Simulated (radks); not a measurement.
Coherent X-ray form factor from a spherical all-electron density. Calculated with a radial shooting solver on a logarithmic mesh with Libxc functionals: non-relativistic Kohn-Sham, LB94 model potential, spin-polarised, spherical densities, point nucleus.

sin(theta)/lambda (1/angstrom)  f0 (electrons)
0.05                                    47.829
0.1                                     47.322
0.15                                    46.497
0.2                                     45.384
0.25                                    44.019
0.3                                     42.448
0.4                                     38.878
0.5                                     35.060
0.6                                     31.332
0.8                                     25.004
1                                       20.613
1.25                                    17.230
1.5                                     14.984
2                                       11.269

The species is in the configuration that NIST lists as its ground one. Which atom or ion scatters so?

Answer. The gadolinium ion Gd16+, [Kr] 4d10 4f2. Extrapolating in s^2 from the first two rows gives f0(0) = 48.0, near the electron count 48; among species with that count, the fall with angle is slower the higher Z, and the table is that of Z = 64; from so few rows the species is fixed only to a neighbour or two.
